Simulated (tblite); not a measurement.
Here is a computed GFN2-xTB geometry (Å):
```
O 
Si  1  1.6322
O   2  1.6212  1  105.88
C   2  1.8797  1  114.21  3  -115.20
C   4  1.5037  2  121.06  1   -14.29
C   5  1.4912  4   60.26  2  -109.06
N   2  1.7503  1  109.26  3   120.62
Si  7  1.7437  2  115.73  1  -165.69
Si  7  1.7360  2  119.52  1    15.51
H   1  0.9518  2  119.41  3  -178.75
H   3  0.9538  2  118.77  1    40.98
H   4  1.0822  2  114.76  1   131.14
H   5  1.0802  4  118.18  6  -108.42
H   5  1.0799  4  118.45  6   108.53
H   6  1.0803  4  118.40  5   108.36
H   6  1.0804  4  117.89  5  -108.68
H   8  1.4654  7  109.19  2   -61.87
H   8  1.4624  7  106.48  2   178.18
H   8  1.4647  7  109.39  2    59.02
H   9  1.4582  7  107.98  2   169.24
H   9  1.4674  7  110.31  2   -69.00
H   9  1.4750  7  108.81  2    50.00
```
Z-matrix in Å and degrees, rows numbered from 1.

Neutral, closed shell.

Problem. Which heavy atoms are bonded, and with what formal order?

Solution. O1–Si2 (single); Si2–O3 (single); Si2–C4 (single); C4–C5 (single); C5–C6 (single); Si2–N7 (single); N7–Si8 (single); N7–Si9 (single); C4–C6 (single). Hydrogens: H10 on O1; H11 on O3; H12 on C4; H13, H14 on C5; H15, H16 on C6; H17, H18, H19 on Si8; H20, H21, H22 on Si9.

Problem. Which species is it?

Solution. `O[Si](O)(C1CC1)N([SiH3])[SiH3]`, C3H13NO2Si3. Among its features: Si–H bond, C–Si bond and cyclopropane ring.

Problem. What is the point group of this geometry?

Solution. C1 (no symmetry element, even within 0.4 Å).

Problem. Which rings does it hold (smallest set)?

Solution. C4–C5–C6 (3 members).

Problem. Describe the place of each heavy atom.

Solution. O1/O3: silanol oxygen; Si2: oxygen-bound silicon; C4: sp3 carbon bound to silicon; C5/C6: three-membered-ring carbon; N7: nitrogen bridging silicon atoms; Si8/Si9: SiH3 silicon.

Problem. What is the arrangement about N7?

Solution. It has 3 neighbours (Si2, Si8, Si9) and is planar (angles 124.7°, 119.5° and 115.7°, sum 360.0°, 0.01 Å off the plane of its three neighbours).

Problem. What is the arrangement about C4?

Solution. It has 4 neighbours (Si2, C5, C6, H12) and has angles from 59.5° to 121.1°.
